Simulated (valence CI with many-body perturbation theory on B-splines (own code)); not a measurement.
## Which ion has this spectrum?

A relativistic CI+MBPT calculation for an atom or ion with 13 electrons gives these levels (eV):

```tsv
J	Parity	E	g
1/2	odd	0.00	0.66
3/2	odd	20.05	1.33
1/2	even	61.52	2.54
3/2	even	73.53	1.71
5/2	even	79.64	1.48
3/2	even	90.56	0.86
5/2	even	99.18	1.32
1/2	even	100.02	1.16
3/2	even	120.05	1.20
1/2	even	120.12	1.63
3/2	even	128.31	0.89
5/2	even	130.31	1.20
3/2	odd	158.40	1.22
5/2	odd	169.27	1.17
```

The energies are calculated, and their last digits are not significant.

Which is it?
A. Tc30+
B. Sr25+
C. Mo29+
D. Zr27+

D. Zr27+, ground level 3s²3p ²P°_1/2.
